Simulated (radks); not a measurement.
The numbers below are computed, except where a source is named.
Polarisability of neutral copper, [Ar] 3d10 4s1, at imaginary frequency. Level of theory: non-relativistic Kohn-Sham, LB94 model potential, spin-polarised, spherical densities, point nucleus; open shells are filled with parallel spins first (a radial shooting solver on a logarithmic mesh with Libxc functionals). Response by self-consistent Sternheimer equations with the Hartree and adiabatic LDA kernel.

w (hartree)  alpha1(iw) (bohr^3)  alpha2(iw) (bohr^5)
0.00266                    30.98                220.6
0.0143                     30.83                219.7
0.0360                     30.03                214.9
0.0697                     27.74                202.9
0.118                      23.44                182.0
0.186                      17.86                151.9
0.280                      12.53                115.0
0.413                      8.403                78.37
0.605                      5.526                48.63
0.892                      3.580                27.86
1.35                       2.244                14.77
2.12                       1.310                7.122
3.59                      0.6646                2.967
6.94                      0.2573               0.9480
17.5                     0.05663               0.1715

Static values: alpha1 = 30.99 bohr^3 (4.592 angstrom^3; uncoupled 44.93), alpha2 = 220.7 bohr^5, alpha3 = 3055 bohr^7. C6 = 172.9, C8 = 6771, triple-dipole C9 = 3683 atomic units. One-pole (London) frequency 4 C6 / (3 alpha1^2) = 0.240 hartree, against 0.325 for minus the highest occupied eigenvalue. Recommended static value: 46.5 bohr^3 (Schwerdtfeger and Nagle, 2023 table).
